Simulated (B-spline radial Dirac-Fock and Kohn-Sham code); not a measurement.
# Binding energies of Ca⁺

System: the Ca⁺ ion, [Ar] 4s1; nuclear rms radius 3.4776 fm (A = 40).

The run's input, task.json:

```json
{"items": [{
  "Z": 20,
  "q": 1,
  "cfg": [[1, 0, 2], [2, 0, 2], [2, 1, 6], [3, 0, 2], [3, 1, 6], [4, 0, 1]],
  "A": 40,
  "rrms": 3.4776,
  "do": ["binding"]
}]}
```

Command: `python xray_run.py task.json out`

These are calculated numbers from an atomic code on a B-spline grid; the model is relaxed Dirac-Fock hole states (ΔSCF) with Breit and QED corrections and a finite nucleus. Correlation energy is missing from these numbers. Energies are counted from the vacuum level. Subshells whose hole state is unreliable or did not converge are left out.

All terms are in eV, carry their sign (relaxation lowers the binding energy) and add up to the binding energy; ⟨r⟩ is the mean radius of the orbital in the initial state.

```tsv
subshell	−ε (Koopmans)	relaxation	Breit	QED	binding energy	⟨r⟩ (bohr)
K (1s)	4092.9	-32.62	-3.31	-1.45	4055.5	0.077
L1 (2s)	468.4	-10.44	-0.17	-0.13	457.6	0.361
L2 (2p1/2)	380.3	-11.66	-0.30	0.02	368.4	0.324
L3 (2p3/2)	376.6	-11.55	-0.18	0.01	364.8	0.327
M2 (3p1/2)	43.30	-1.82	-0.02	0.00	41.46	1.265
M3 (3p3/2)	42.88	-1.80	-0.01	0.00	41.08	1.272
N1 (4s)	11.37	-0.02	0.00	0.00	11.35	3.714
```

For the deepest level, K (1s), the Breit terms make up -0.082 % of the binding energy, QED -0.036 % and orbital relaxation -0.804 %.

Going to the tabulated ground configuration of the next ion removes an electron from N1 (4s), computed at 11.35 eV. NIST lists 11.87172 eV as the ionisation energy of this species (measured), +0.52 eV from the computed value. The gap is mostly the missing electron correlation.
